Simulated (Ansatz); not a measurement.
Correlation energies of CH₂BrIO₂, SMILES `OC(O)(Br)I` by basis set

Cartesian coordinates in Å:
```
O 0.912 -0.307 -0.784
C -0.178 -0.170 0.020
O -0.279 1.056 0.606
Br -1.847 -0.390 -0.986
I 0.008 -1.762 1.494
H 0.858 0.371 -1.472
H 0.525 1.201 1.122
```

Total charge 0; spin multiplicity 1. Correlated methods include outer-core shells of Br, I, which these sets cover unevenly. Scalar relativity is left out up to krypton. I: def2 effective core potential. The structure was optimised at the PBE0-D4/def2-TZVP level. It is one conformer, not always the lowest. Frozen core, restricted reference, Ansatz.

```
     basis      HF (Eh)  MP2 corr.  CCSD corr.       (T)  CCSD(T) total
  def2-SVP  -3057.32994   -0.86459           ?  -0.02433              ?
def2-TZVPP            ?          ?    -1.39823  -0.04867              ?
def2-QZVPP            ?   -1.96372           –         –              –
```

Q: Fill in the withheld values. (Best estimate.)

A: The calculation gave: def2-SVP CCSD corr.: -0.88116; def2-SVP CCSD(T) total: -3058.23543; def2-TZVPP HF (Eh): -3057.89134; def2-TZVPP MP2 corr.: -1.42416; def2-TZVPP CCSD(T) total: -3059.33824; def2-QZVPP HF (Eh): -3057.95059.
